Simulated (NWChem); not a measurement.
System: CuH3O2; SMILES [OH][Cu]<-[OH2]

Input file for NWChem:

```
start job
memory heap 200 mb stack 900 mb global 1100 mb
geometry units angstroms noautoz
  Cu    -0.002812    -0.136704     0.000792
  O     -0.078950    -1.857953     0.011031
  H      0.797359    -2.260881    -0.095876
  O     -0.038346     1.727347     0.004135
  H     -0.386481     2.098473     0.834930
  H     -0.577749     2.097640    -0.717708
end
basis spherical
  Cu library def2-svp
  O library def2-svp
  H library def2-svp
end
dft
  xc b3pw91
  iterations 150
  mulliken
end
task dft energy
```

Coordinates come from a B3LYP/6-31G* (spherical d) optimisation.

Question: Predict the main results of this run. (B3PW91/def2-SVP.) Quantities: energy (Ha); highest occupied level (eV); orbital gap (eV); dipole (D).

Answer: The energy (Ha) is -1792.37 and the highest occupied level (eV) comes out as -4.95. The orbital gap (eV) is 4.26. The dipole (D) is 6.44.
